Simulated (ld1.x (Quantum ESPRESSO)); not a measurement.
# Scattering properties, PAW potential for iron (Fe)

ld1.x (Quantum ESPRESSO) 7.5 input, shortened:

```
&input
   title='Fe', zed=26., rel=1, dft='PBESOL', iswitch=3,
   config='[Ar] 3d6 4s1.75 4p0.25'
 /
 &inputp
   pseudotype=3, lpaw=.true., tm=.true., lloc=-2, rcloc=1.25,
   nlcc=.true., new_core_ps=.true., rcore=0.75,
   which_augfun='PSQ', rmatch_augfun_nc=.true.
 /
6
3S  1  0   2.00   0.00  1.20  1.35  0.0
4S  2  0   1.75   0.00  1.20  1.35  0.0
3P  2  1   6.00   0.00  1.35  1.45  0.0
4P  3  1   0.25   0.00  1.35  1.45  0.0
3D  3  2   6.00   0.00  0.80  1.10  0.0
3D  3  2   0.00   1.25  0.80  1.10  0.0
 &test
   configts(1)='3s2 3p6 3d6 4s1.75 4p0.25'
 /
```

The phase is arctan(r·u′/u) with u = r·R(r), unwrapped; energies in Ry, scanned from -9 to 5 Ry. A pole is an energy at which the radial function vanishes at the test radius. The pseudo phase is shifted by a multiple of π to meet the all-electron one at the reference energy, and phase errors are pseudo minus all-electron; the curves can meet again beyond the range given. Levels narrower than the energy grid can be missing from the lists of poles.

Problem. For each channel, where are the poles, and over which energies does the pseudopotential scatter like the atom?

Solution.

```json
{"channel": "s", "radius (bohr)": "1.60", "reference energy (Ry)": "-0.41", "poles, all-electron": "-6.52", "poles, pseudo": "-6.52", "unbroken range about the reference energy with phases within 0.05 rad": "the whole range", "phase error 1 Ry above the reference energy (rad)": "-0.000"}
{"channel": "p", "radius (bohr)": "1.60", "reference energy (Ry)": "-0.11", "poles, all-electron": "-3.85", "poles, pseudo": "-3.85", "unbroken range about the reference energy with phases within 0.05 rad": "the whole range", "phase error 1 Ry above the reference energy (rad)": "-0.000"}
{"channel": "d", "radius (bohr)": "1.60", "reference energy (Ry)": "-0.59", "poles, all-electron": "0.43", "poles, pseudo": "0.43", "unbroken range about the reference energy with phases within 0.05 rad": "the whole range", "phase error 1 Ry above the reference energy (rad)": "+0.000"}
```

Phases in the s channel:

```json
{"E (Ry)": "-9.00", "all-electron": "1.266", "pseudo": "1.266"}
{"E (Ry)": "-8.52", "all-electron": "1.222", "pseudo": "1.222"}
{"E (Ry)": "-8.04", "all-electron": "1.134", "pseudo": "1.133"}
{"E (Ry)": "-7.56", "all-electron": "0.828", "pseudo": "0.827"}
{"E (Ry)": "-7.08", "all-electron": "-0.991", "pseudo": "-0.991"}
{"E (Ry)": "-6.60", "all-electron": "-1.540", "pseudo": "-1.540"}
{"E (Ry)": "-6.12", "all-electron": "-1.660", "pseudo": "-1.660"}
{"E (Ry)": "-5.64", "all-electron": "-1.716", "pseudo": "-1.716"}
{"E (Ry)": "-5.16", "all-electron": "-1.752", "pseudo": "-1.752"}
{"E (Ry)": "-4.68", "all-electron": "-1.780", "pseudo": "-1.780"}
{"E (Ry)": "-4.20", "all-electron": "-1.804", "pseudo": "-1.804"}
{"E (Ry)": "-3.72", "all-electron": "-1.828", "pseudo": "-1.828"}
{"E (Ry)": "-3.24", "all-electron": "-1.852", "pseudo": "-1.852"}
{"E (Ry)": "-2.76", "all-electron": "-1.878", "pseudo": "-1.878"}
{"E (Ry)": "-2.28", "all-electron": "-1.907", "pseudo": "-1.907"}
{"E (Ry)": "-1.80", "all-electron": "-1.940", "pseudo": "-1.941"}
{"E (Ry)": "-1.32", "all-electron": "-1.980", "pseudo": "-1.981"}
{"E (Ry)": "-0.84", "all-electron": "-2.030", "pseudo": "-2.030"}
{"E (Ry)": "-0.36", "all-electron": "-2.093", "pseudo": "-2.093"}
{"E (Ry)": "0.12", "all-electron": "-2.175", "pseudo": "-2.175"}
{"E (Ry)": "0.60", "all-electron": "-2.289", "pseudo": "-2.289"}
{"E (Ry)": "1.08", "all-electron": "-2.450", "pseudo": "-2.452"}
{"E (Ry)": "1.56", "all-electron": "-2.684", "pseudo": "-2.688"}
{"E (Ry)": "2.04", "all-electron": "-3.006", "pseudo": "-3.014"}
{"E (Ry)": "2.52", "all-electron": "-3.381", "pseudo": "-3.396"}
{"E (Ry)": "3.00", "all-electron": "-3.722", "pseudo": "-3.739"}
{"E (Ry)": "3.48", "all-electron": "-3.977", "pseudo": "-3.994"}
{"E (Ry)": "3.96", "all-electron": "-4.154", "pseudo": "-4.170"}
{"E (Ry)": "4.44", "all-electron": "-4.277", "pseudo": "-4.292"}
{"E (Ry)": "4.92", "all-electron": "-4.366", "pseudo": "-4.380"}
```
